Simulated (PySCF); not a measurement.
Isomers of C3H11ClO2Si2.

All values: PBE0/pcSseg-1 (PySCF) at GFN2-xTB geometries, gas phase, one conformer each.

Problem. Rank by HOMO energy, lowest first.
A. `[CH3:1][CH:2]([CH3:3])[O:4][SiH2:5][O:6][SiH2:7][Cl:8]` with C1–C2–O4–Si5 168°, C2–O4–Si5–O6 51°, O4–Si5–O6–Si7 14°, Si5–O6–Si7–Cl8 -44°
B. `[CH3:1][SiH2:2][O:3][C@H:4]([CH2:5][Cl:6])[O:7][SiH3:8]` with C1–Si2–O3–C4 -170°, Si2–O3–C4–C5 -108°, O3–C4–C5–Cl6 72°, O3–C4–O7–Si8 9°
C. `[CH3:1][CH2:2][O:3][Si@H:4]([CH2:5][Cl:6])[O:7][SiH3:8]` with C1–C2–O3–Si4 -63°, C2–O3–Si4–C5 -58°, O3–Si4–C5–Cl6 67°, O3–Si4–O7–Si8 -9°

Solution. A (-8.19 eV), B (-7.97 eV), C (-7.73 eV).

Problem. Rank by the highest Hirshfeld charge on any atom, lowest value first.
A. `[CH3:1][CH2:2][O:3][C@@H:4]([O:5][SiH3:6])[SiH2:7][Cl:8]` with C1–C2–O3–C4 173°, C2–O3–C4–O5 66°, O3–C4–O5–Si6 -121°, O3–C4–Si7–Cl8 177°
B. `[CH3:1][CH2:2][O:3][Si@H:4]([CH2:5][Cl:6])[O:7][SiH3:8]` with C1–C2–O3–Si4 -63°, C2–O3–Si4–C5 -58°, O3–Si4–C5–Cl6 67°, O3–Si4–O7–Si8 -9°
C. `[CH3:1][CH:2]([CH3:3])[O:4][SiH2:5][O:6][SiH2:7][Cl:8]` with C1–C2–O4–Si5 168°, C2–O4–Si5–O6 51°, O4–Si5–O6–Si7 14°, Si5–O6–Si7–Cl8 -44°
D. `[CH3:1][SiH2:2][O:3][C@H:4]([CH2:5][Cl:6])[O:7][SiH3:8]` with C1–Si2–O3–C4 -170°, Si2–O3–C4–C5 -108°, O3–C4–C5–Cl6 72°, O3–C4–O7–Si8 9°

Solution. A (+0.376 e), D (+0.403 e), C (+0.449 e), B (+0.460 e).

Problem. Rank by LUMO energy, highest first.
A. `[CH3:1][CH2:2][O:3][C@@H:4]([O:5][SiH3:6])[SiH2:7][Cl:8]` with C1–C2–O3–C4 173°, C2–O3–C4–O5 66°, O3–C4–O5–Si6 -121°, O3–C4–Si7–Cl8 177°
B. `[CH3:1][CH:2]([CH3:3])[O:4][Si@@H:5]([OH:6])[SiH2:7][Cl:8]` with C1–C2–O4–Si5 -135°, C2–O4–Si5–O6 -172°, O4–Si5–O6–H -38°, O4–Si5–Si7–Cl8 71°
C. `[CH3:1][CH:2]([CH3:3])[O:4][SiH2:5][O:6][SiH2:7][Cl:8]` with C1–C2–O4–Si5 168°, C2–O4–Si5–O6 51°, O4–Si5–O6–Si7 14°, Si5–O6–Si7–Cl8 -44°

Solution. C (0.63 eV), A (0.25 eV), B (-0.63 eV).

All values together:

```json
{"SMILES": "CCO[C@@H](O[SiH3])[SiH2]Cl", "μ (D)": "2.18", "HOMO (eV)": "-7.77", "LUMO (eV)": "0.25", "lowest IAO charge (e)": "-0.653 (O)", "highest IAO charge (e)": "+0.866 (Si)", "lowest Hirshfeld charge (e)": "-0.225 (O)", "highest Hirshfeld charge (e)": "+0.376 (Si)"}
{"SMILES": "C[SiH2]O[C@H](CCl)O[SiH3]", "μ (D)": "1.44", "HOMO (eV)": "-7.97", "LUMO (eV)": "0.32", "lowest IAO charge (e)": "-0.730 (C)", "highest IAO charge (e)": "+1.007 (Si)", "lowest Hirshfeld charge (e)": "-0.220 (O)", "highest Hirshfeld charge (e)": "+0.403 (Si)"}
{"SMILES": "CCO[Si@H](CCl)O[SiH3]", "μ (D)": "1.13", "HOMO (eV)": "-7.73", "LUMO (eV)": "0.19", "lowest IAO charge (e)": "-0.887 (O)", "highest IAO charge (e)": "+1.348 (Si)", "lowest Hirshfeld charge (e)": "-0.301 (O)", "highest Hirshfeld charge (e)": "+0.460 (Si)"}
{"SMILES": "CC(C)O[Si@@H](O)[SiH2]Cl", "μ (D)": "2.30", "HOMO (eV)": "-7.69", "LUMO (eV)": "-0.63", "lowest IAO charge (e)": "-0.797 (O)", "highest IAO charge (e)": "+1.105 (Si)", "lowest Hirshfeld charge (e)": "-0.311 (O)", "highest Hirshfeld charge (e)": "+0.381 (Si)"}
{"SMILES": "CC(C)O[SiH2]O[SiH2]Cl", "μ (D)": "0.34", "HOMO (eV)": "-8.19", "LUMO (eV)": "0.63", "lowest IAO charge (e)": "-0.892 (O)", "highest IAO charge (e)": "+1.200 (Si)", "lowest Hirshfeld charge (e)": "-0.305 (O)", "highest Hirshfeld charge (e)": "+0.449 (Si)"}
```

Conformers: `[CH3:1][CH2:2][O:3][C@@H:4]([O:5][SiH3:6])[SiH2:7][Cl:8]` with C1–C2–O3–C4 173°, C2–O3–C4–O5 66°, O3–C4–O5–Si6 -121°, O3–C4–Si7–Cl8 177°; `[CH3:1][SiH2:2][O:3][C@H:4]([CH2:5][Cl:6])[O:7][SiH3:8]` with C1–Si2–O3–C4 -170°, Si2–O3–C4–C5 -108°, O3–C4–C5–Cl6 72°, O3–C4–O7–Si8 9°; `[CH3:1][CH2:2][O:3][Si@H:4]([CH2:5][Cl:6])[O:7][SiH3:8]` with C1–C2–O3–Si4 -63°, C2–O3–Si4–C5 -58°, O3–Si4–C5–Cl6 67°, O3–Si4–O7–Si8 -9°; `[CH3:1][CH:2]([CH3:3])[O:4][Si@@H:5]([OH:6])[SiH2:7][Cl:8]` with C1–C2–O4–Si5 -135°, C2–O4–Si5–O6 -172°, O4–Si5–O6–H -38°, O4–Si5–Si7–Cl8 71°; `[CH3:1][CH:2]([CH3:3])[O:4][SiH2:5][O:6][SiH2:7][Cl:8]` with C1–C2–O4–Si5 168°, C2–O4–Si5–O6 51°, O4–Si5–O6–Si7 14°, Si5–O6–Si7–Cl8 -44°.
